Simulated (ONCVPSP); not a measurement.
**Ranking ONCV potentials for Au**

All share these settings but for the change named:

gold, optimised norm-conserving Vanderbilt (ONCV), made with ONCVPSP 4.0.1 (PBE, fully relativistic). Core [Kr] 4d10 4f14, reference 5s2 5p6 5d10 6s1. Waves: 5s+6s: rc 1.40 bohr, ncon 4, nbas 9, qcut 7.3 1/bohr, 3 projectors, debl 1 Ha; 5p: rc 1.85 bohr, ncon 4, nbas 8, qcut 8.7 1/bohr, 2 projectors, debl 1.1 Ha; 5d: rc 2.25 bohr, ncon 4, nbas 9, qcut 7.5 1/bohr, 2 projectors, debl 2.1 Ha. Local part: polynomial inside 1.40 bohr (lpopt 5, dvloc0 0 Ha). Core correction: polynomial model core, fcfact 0.7.

Open shells are filled in proportion to 2j + 1.

In the p channel the program set the typed energies aside and used -2.034, 0.250 Ha (j = l + 1/2; the other j can differ).

Test errors are all-electron minus pseudo excitation energies from the reference, over 5s2 5p6 5d10 6s0; 5s2 5p6 5d9 6s0; 5s2 5p6 5d8 6s0; 5s1 5p6 5d10 6s1. None of these files shows a bound ghost.

The base gives 351.0 meV.

Of 8 variants that were run, those that failed, showed a ghost or another fault, or gave nearly equal values are left out.

A variant can come out equal or close to the base, since the largest error may sit in a test that the change hardly touches while other tests move.

Problem. Rank these variants by their largest absolute test error, smallest first.
A. d: rc 2.34
B. d: rc 2.6
C. d: rc 1.62
D. d: rc 3.02

Solution. C (293.9 meV), A (367.4 meV), B (421.8 meV), D (566.0 meV).
